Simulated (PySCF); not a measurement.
**Energy of Fe⁺ (iron, charge +1) between two integer charges**

The 4s alpha orbital of [Ar] 3d6 4s1 is emptied in steps (occupation f), with all orbitals relaxed, ending at [Ar] 3d6. Calculation: PySCF 2.14, in aug-cc-pVDZ (7s6p4d2f, 59 functions); no relativity, point nucleus. The exact energy is a straight line in f; departures are measured from the line between the end points of the same method.

```csv
f,UHF (eV)
1,0.000
0.8,0.016
0.6,0.023
0.4,0.022
0.2,0.015
0,0.000
```

```tsv
method	E(f=0) − E(f=1) (eV)	−ε at f=1 (eV)	−ε at f=0.4 (eV)
UHF	15.146	15.246	15.125
```

Orbital energy along the path (eV):

```json
{"f": "1", "UHF": "-15.246"}
{"f": "0.8", "UHF": "-15.203"}
{"f": "0.6", "UHF": "-15.163"}
{"f": "0.4", "UHF": "-15.125"}
{"f": "0.2", "UHF": "-15.090"}
{"f": "0", "UHF": "-15.056"}
```

Reference removal energy between the ground levels: 16.199 eV (measured; NIST Atomic Spectra Database, ionization energies). The calculation has no spin-orbit coupling. UHF lacks correlation.
